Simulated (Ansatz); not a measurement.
Cost and result for the atomization energy of FHSSn, SMILES `[F][Sn][SH]` (4 atoms, 3 bonds).

Total charge 0; spin multiplicity 1. Correlated methods include outer-core shells of Sn, which these sets cover unevenly. Sn: def2 effective core potential. The structure was optimised at the PBE0-D4/def2-TZVP level. It is one conformer, not always the lowest. Program: Ansatz. All runs use 4 threads of an AMD EPYC 9R45 on a shared host. Times are those of one run each, without the atoms' runs, and a repeat can differ threefold. Electronic energies, without spin–orbit coupling; frozen cores. CCSD(T)/CBS adds CCSD(T) − MP2 in def2-TZVPP to the MP2 limit, and its time is that of the two runs behind it. T1 = 0.016. With those shells the extrapolation isn't a true limit. B3LYP takes the VWN-RPA correlation (the form of Gaussian; ORCA's B3LYP/G).

CCSD(T)/CBS is a level of theory with its own doubt, some kJ/mol a heavy atom from the limit and from the frozen cores, so smaller differences don't rank the functionals.

```
                            level  functions  wall time  atomization (kcal/mol)  difference from CCSD(T)/CBS  per bond
           LDA (SPW92)/def2-TZVPP        137      0.3 s                   334.6                         48.8      16.2
               BLYP-D4/def2-TZVPP        137     0.45 s                   287.6                          1.8       0.6
               PBE0-D4/def2-TZVPP        137      0.5 s                   278.5                         -7.3      -2.4
              BHLYP-D4/def2-TZVPP        137     0.55 s                   265.5                        -20.3      -6.8
                 CCSD(T)/def2-SVP         63     0.55 s                   248.9                        -36.9     -12.3
          CAM-B3LYP-D4/def2-TZVPP        137      0.6 s                   280.8                         -5.0      -1.7
B3LYP-D4/def2-TZVPP (with forces)        137      0.7 s                   281.5                         -4.3      -1.5
                B2PLYP/def2-TZVPP        137      0.9 s                   277.5                         -8.3      -2.8
               ωB97X-V/def2-TZVPP        137      1.3 s                   284.8                         -1.0      -0.3
 ωB97M-V/def2-TZVPP (with forces)        137      1.6 s                   282.2                         -3.6      -1.2
               CCSD(T)/def2-TZVPP        137      4.7 s                   270.7                        -15.1      -5.0
               CCSD(T)/def2-QZVPP        239       39 s                   280.3                         -5.5      -1.9
                CCSD(T)/CBS(def2)          –       43 s                   285.8                          0.0       0.0
```

From BLYP to BHLYP (50 % exact exchange), in def2-TZVPP and without D4, the atomization energy moves by −20.8 kcal/mol: exact exchange takes away binding that semilocal exchange gives to molecules. The D4 term adds +3.7 kcal/mol with B3LYP and +1.8 kcal/mol with PBE0; it sums over pairs of atoms, weighted by their polarisabilities, and B3LYP, whose exchange is more repulsive, gets the larger term. In def2-TZVPP, CCSD(T) changes the Hartree–Fock value by +89.8 kcal/mol (the triples alone add +7.8 kcal/mol) and MP2 by +97.8 kcal/mol; breaking electron pairs costs correlation energy, which Hartree–Fock lacks.

Spin–orbit coupling would lower the free Sn atoms strongly, and the atomization energy with them, by more than many differences here. For some Ge, Se and Sn compounds the MP2-based and the directly extrapolated limit differ by 10 to 25 kJ/mol.
